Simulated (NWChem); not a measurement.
System: SiHOICl₂; SMILES O[Si](Cl)(Cl)I

Input file for NWChem:

```
start job
memory heap 200 mb stack 900 mb global 1100 mb
geometry units angstroms noautoz
  O     -1.989697     0.921462     0.000000
  Si    -0.335470     0.817912     0.000000
  Cl     0.465313     1.747317     1.664483
  Cl     0.465313     1.747317    -1.664483
  I      0.196009    -1.553673     0.000000
  H     -2.348774     1.828741     0.000000
end
basis spherical
  * library sto-3g
end
dft
  xc hfexch
  iterations 150
  mulliken
end
task dft energy
```

Parts of the log:

```
             Northwest Computational Chemistry Package (NWChem) 7.3.0
             --------------------------------------------------------

 CS  symmetry detected

                             Geometry "geometry" -> ""
                             -------------------------

 Output coordinates in angstroms (scale by  1.889725989 to convert to a.u.)

  No.       Tag          Charge          X              Y              Z
 ---- ---------------- ---------- -------------- -------------- --------------
    1 O                    8.0000    -1.97395431    -1.03368538     0.00000000
    2 Si                  14.0000    -0.32620240    -0.85451171     0.00000000
    3 Cl                  17.0000     0.51629011    -1.74628155     1.66448300
    4 Cl                  17.0000     0.51629011    -1.74628155    -1.66448300
    5 I                   53.0000     0.09614572     1.53891834     0.00000000
    6 H                    1.0000    -2.29111864    -1.95645201     0.00000000

 Effective nuclear repulsion energy (a.u.)     756.7840405282

      Symmetry information
      --------------------

 Group name             Cs
 Group number              2
 Group order               2
 No. of unique centers     5

  xc_inp: hfexch multiplicative factor not found.

                                 NWChem DFT Module
                                 -----------------

 Summary of "ao basis" -> "ao basis" (spherical)
 ------------------------------------------------------------------------------
       Tag                 Description            Shells   Functions and Types
 ---------------- ------------------------------  ------  ---------------------
 O                           sto-3g                  3        5   2s1p
 Si                          sto-3g                  5        9   3s2p
 Cl                          sto-3g                  5        9   3s2p
 I                           sto-3g                 11       27   5s4p2d
 H                           sto-3g                  1        1   1s

      Symmetry analysis of basis
      --------------------------

        a'         40
        a"         20

            General Information
            -------------------
          SCF calculation type: DFT
          Wavefunction type:  closed shell.
          No. of atoms     :     6
          No. of electrons :   110
           Alpha electrons :    55
            Beta electrons :    55
          Charge           :     0
          Spin multiplicity:     1
          Use of symmetry is: on ; symmetry adaption is: on
          Maximum number of iterations: 150
          AO basis - number of functions:    60
                     number of shells:    30
          Convergence on energy requested:  1.00D-06
          Convergence on density requested:  1.00D-05
          Convergence on gradient requested:  5.00D-04

              XC Information
              --------------
                     Hartree-Fock (Exact) Exchange  1.000

      Superposition of Atomic Density Guess
      -------------------------------------

 Sum of atomic energies:       -8119.48232834

      Non-variational initial energy
      ------------------------------

 Total energy =   -8119.629761
 1-e energy   =  -12716.784950
 2-e energy   =    3840.371148
 HOMO         =      -0.240879
 LUMO         =       0.201093

      Symmetry analysis of molecular orbitals - initial
      -------------------------------------------------

  Numbering of irreducible representations:

     1 a'          2 a"

  Orbital symmetries:

     1 a'          2 a'          3 a'          4 a'          5 a"
     6 a'          7 a"          8 a'          9 a'         10 a'
    11 a'         12 a"         13 a'         14 a'         15 a"
    16 a"         17 a'         18 a'         19 a'         20 a"
    21 a'         22 a"         23 a"         24 a'         25 a"
    26 a'         27 a'         28 a'         29 a'         30 a'
    31 a"         32 a'         33 a"         34 a'         35 a'
    36 a'         37 a"         38 a"         39 a'         40 a'
    41 a'         42 a"         43 a'         44 a'         45 a'
    46 a"         47 a'         48 a'         49 a"         50 a"
    51 a'         52 a'         53 a"         54 a'         55 a"
    56 a'         57 a'         58 a"         59 a'         60 a'

     ---------------------------------------------
      Total Density - Mulliken Population Analysis
     ---------------------------------------------

    Atom       Charge   Shell Charges
 -----------   ------   -------------------------------------------------------
    1 O    8     8.77   2.00  1.83  4.95
    2 Si  14    12.01   2.00  1.98  5.86  0.97  1.19
    3 Cl  17    17.58   2.00  2.00  5.99  1.96  5.62
    4 Cl  17    17.58   2.00  2.00  5.99  1.96  5.62
    5 I   53    53.42   2.00  2.00  6.00  2.00  6.00  2.00  6.00  1.93  5.49 10.00 10.00
    6 H    1     0.64   0.64

   convergence    iter        energy       DeltaE   RMS-Dens  Diis-err
 ---------------- ----- ----------------- --------- --------- ---------
 d= 0,ls=0.0,diis     1  -8119.8971037049 -8.88D+03  2.42D-02  6.54D-01
 d= 0,ls=0.0,diis     2  -8120.0430516778 -1.46D-01  4.99D-03  5.70D-02
 d= 0,ls=0.0,diis     3  -8120.0535052821 -1.05D-02  1.01D-03  1.07D-03
 d= 0,ls=0.0,diis     4  -8120.0538467138 -3.41D-04  2.57D-04  4.61D-05
 d= 0,ls=0.0,diis     5  -8120.0538634665 -1.68D-05  4.53D-05  1.20D-06
 d= 0,ls=0.0,diis     6  -8120.0538639788 -5.12D-07  9.83D-06  4.85D-08

         Total DFT energy =    -8120.053863978825
      One electron energy =   -12710.884560420529
           Coulomb energy =     4092.901849690373
    Exchange-Corr. energy =     -258.855193776887
 Nuclear repulsion energy =      756.784040528218

 Numeric. integr. density =        0.000000000000

                  Occupations of the irreducible representations
                  ----------------------------------------------

                     irrep           alpha         beta
                     --------     --------     --------
                     a'               36.0         36.0
                     a"               19.0         19.0

                       DFT Final Molecular Orbital Analysis
                       ------------------------------------

 Vector   53  Occ=2.000000D+00  E=-3.767949D-01  Symmetry=a'
              MO Center=  2.1D-01,  2.5D-01, -1.1D-12, r^2= 5.5D+00
   Bfn.  Coefficient  Atom+Function         Bfn.  Coefficient  Atom+Function
  ----- ------------  ---------------      ----- ------------  ---------------
    48      0.612805  5 I  py                22      0.450193  3 Cl py
    31      0.450193  4 Cl py                46      0.302082  5 I  s
    13     -0.280242  2 Si py                44     -0.211030  5 I  py
    47      0.182693  5 I  px                11     -0.150456  2 Si s
    18     -0.120566  3 Cl py                27     -0.120566  4 Cl py

 Vector   54  Occ=2.000000D+00  E=-3.176509D-01  Symmetry=a'
              MO Center=  7.6D-02,  1.5D+00,  9.6D-14, r^2= 2.0D+00
   Bfn.  Coefficient  Atom+Function         Bfn.  Coefficient  Atom+Function
  ----- ------------  ---------------      ----- ------------  ---------------
    47      1.007840  5 I  px                43     -0.321908  5 I  px
    48     -0.201360  5 I  py                39      0.129698  5 I  px
     3      0.087841  1 O  px                22     -0.076850  3 Cl py
    31     -0.076850  4 Cl py                23      0.067075  3 Cl pz
    32     -0.067075  4 Cl pz                44      0.064890  5 I  py

 Vector   55  Occ=2.000000D+00  E=-3.171597D-01  Symmetry=a"
              MO Center=  1.1D-01,  1.4D+00, -9.7D-13, r^2= 2.1D+00
   Bfn.  Coefficient  Atom+Function         Bfn.  Coefficient  Atom+Function
  ----- ------------  ---------------      ----- ------------  ---------------
    49      1.023997  5 I  pz                45     -0.327153  5 I  pz
    41      0.131811  5 I  pz                22     -0.118961  3 Cl py
    31      0.118961  4 Cl py                23      0.068821  3 Cl pz
    32      0.068821  4 Cl pz                37     -0.051914  5 I  pz
     5     -0.040127  1 O  pz                21      0.036799  3 Cl px

 Vector   56  Occ=0.000000D+00  E= 1.898080D-01  Symmetry=a'
              MO Center=  9.3D-02, -2.3D-01,  5.0D-13, r^2= 3.4D+00
   Bfn.  Coefficient  Atom+Function         Bfn.  Coefficient  Atom+Function
  ----- ------------  ---------------      ----- ------------  ---------------
    11      1.003068  2 Si s                 48      0.753437  5 I  py
    23      0.380131  3 Cl pz                32     -0.380131  4 Cl pz
    12      0.337627  2 Si px                46     -0.311123  5 I  s
    13      0.263506  2 Si py                22     -0.250543  3 Cl py
    31     -0.250543  4 Cl py                 7     -0.230098  2 Si s

 Vector   57  Occ=0.000000D+00  E= 3.155581D-01  Symmetry=a'
              MO Center= -2.0D-01, -9.7D-01,  3.7D-12, r^2= 2.7D+00
   Bfn.  Coefficient  Atom+Function         Bfn.  Coefficient  Atom+Function
  ----- ------------  ---------------      ----- ------------  ---------------
    13      1.072974  2 Si py                48      0.473866  5 I  py
    23     -0.423766  3 Cl pz                32      0.423766  4 Cl pz
     9     -0.316513  2 Si py                11     -0.287967  2 Si s
    46     -0.246522  5 I  s                 12     -0.241781  2 Si px
    20      0.236780  3 Cl s                 29      0.236780  4 Cl s

[...]
```

Level: Hartree-Fock/STO-3G, non-relativistic. Geometry: optimised at PBE-D3(BJ)/def2-SVP (def2 core potentials past Kr).
